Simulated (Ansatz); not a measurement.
The cluster Ti₂O₄⁻, relaxed as a doublet with UKS PBE-D4/def2-SVPD in Ansatz, starting from the GFN2-xTB geometry. Force threshold 0.02 eV/Å.

The structure holds 1 bond(s) between oxygen atoms. Another isomer (doublet) lies 5.18 eV lower at PBE0-D4/def2-TZVPD; other spin states weren't run for this one.

Start:

```csv
atom,x (Å),y (Å),z (Å)
Ti1,-0.824,-0.172,-0.032
Ti2,1.641,0.821,-0.323
O3,-1.087,-1.567,1.019
O4,-0.809,-1.920,-0.347
O5,-1.659,1.046,-0.702
O6,2.738,1.791,0.385
```

```
        step  energy (eV)  largest force component (eV/Å)  SCF passes
           1  -54389.2846                           3.260          79
           2  -54389.9310                           1.709          54
           3  -54390.1668                           1.011          53
           4  -54390.3103                           0.249          54
           5  -54390.3598                           0.545          49
           6  -54390.3734                           0.166          43
7 (rejected)  -54390.3616                           1.133          51
           8  -54390.3792                           0.155          49
           9  -54390.3843                           0.181          42
          10  -54390.3945                           0.424          50
          11  -54390.4259                           0.614          42
          13  -54390.6422                           0.499          50
          15  -54391.0252                           0.229          60
          17  -54391.0738                           0.392          79
          19  -54391.0847                           0.062          50
          21  -54391.0871                           0.091          60
          23  -54391.0889                           0.023          51
          25  -54391.0944                           0.568         142
          27  -54391.1225                           0.055         150
          29  -54391.1237                           0.006         115
          31  -54391.1238                           0.025          85
          33  -54391.1238                           0.007          75
```

Force components are those of the run's own axes.

End:

```xyz
6

Ti   -0.559    0.017    0.004
Ti    2.872    1.290   -0.491
O    -0.857   -1.345    1.252
O    -0.893   -1.818   -0.148
O    -1.816    1.055   -0.313
O     1.254    0.801   -0.304
```

Bonds formed: Ti1–O6 (atoms count from 1). Metal–metal contacts that move far: Ti1–Ti2 2.67 to 3.69 Å.

The force fell under the threshold at step 29, but the optimiser went on. No frequencies were taken in this run, so the end may be a saddle point.

Run time 5.1 min (4 threads of Arm Neoverse V1 on a shared host).
